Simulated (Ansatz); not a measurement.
Energy difference R1 + 2 R2 → P1 + P2, each structure at its B3LYP-D3(BJ)/def2-TZVP stationary point, reached from a drawn start (curvature not checked).
P1: GaH3O3 (SMILES [OH][Ga]([OH])[OH]), charge 0, multiplicity 1.
R1: GaHO (SMILES [OH][Ga]), charge 0, multiplicity 1.
P2, H2 (SMILES [H][H]) (charge 0, multiplicity 1):
```xyz
2

H      0.00000     0.00000     0.37199
H      0.00000     0.00000    -0.37199
```
R2: H2O (SMILES O), charge 0, multiplicity 1.

P less R. No zero-point or thermal terms; no spin–orbit coupling. One arrangement of each flexible species, with no search for the lowest.

Correlated levels freeze the cores. In cc and def2 sets filled d and f shells under p-block atoms count as core.

Codes used: Ansatz (an electronic-structure program). All values are computed, each at the level named.

Total energies in hartree:

```
structure  PBE/def2-TZVPP  r2SCAN/def2-TZVPP  CCSD(T)/cc-pVQZ
---------  --------------  -----------------  ---------------
P1           -2152.004337       -2152.414744     -2150.745370
R1           -2000.380218       -2000.696595     -1999.153621
P2              -1.166122          -1.171285        -1.173794
R2             -76.380147         -76.423173       -76.359711
```

**Question.** Work out the reaction energy at each level in eV (1 hartree = 27.21139 eV), and say how far PBE/def2-TZVPP lies from CCSD(T)/cc-pVQZ.

**Answer.** 
- PBE/def2-TZVPP: (-2152.004337) + (-1.166122) − (-2000.380218) − 2 × (-76.380147) = -0.029947 hartree = -0.815 eV
- r2SCAN/def2-TZVPP: (-2152.414744) + (-1.171285) − (-2000.696595) − 2 × (-76.423173) = -0.043088 hartree = -1.172 eV
- CCSD(T)/cc-pVQZ: (-2150.745370) + (-1.173794) − (-1999.153621) − 2 × (-76.359711) = -0.046121 hartree = -1.255 eV
PBE/def2-TZVPP less CCSD(T)/cc-pVQZ: 0.440 eV. CCSD(T)/cc-pVQZ is the level counted from, the highest shown, and no exact or measured value.
